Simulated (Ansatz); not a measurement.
Species: C$_{6}$H$_{6}$, SMILES `C(/C#C)=C\C=C` (charge 0, multiplicity 1), formula C₆H₆.

Task: How many basis functions does Ansatz (a first-principles code) with frozen-core CCSD(T)/cc-pVTZ // B3LYP-D3(BJ)/def2-TZVP use, how many core orbitals are frozen, and how many electrons are correlated?

Result: 264 basis functions and 6 frozen orbitals, which leaves 30 correlated electrons. Core time is of the order of minutes.
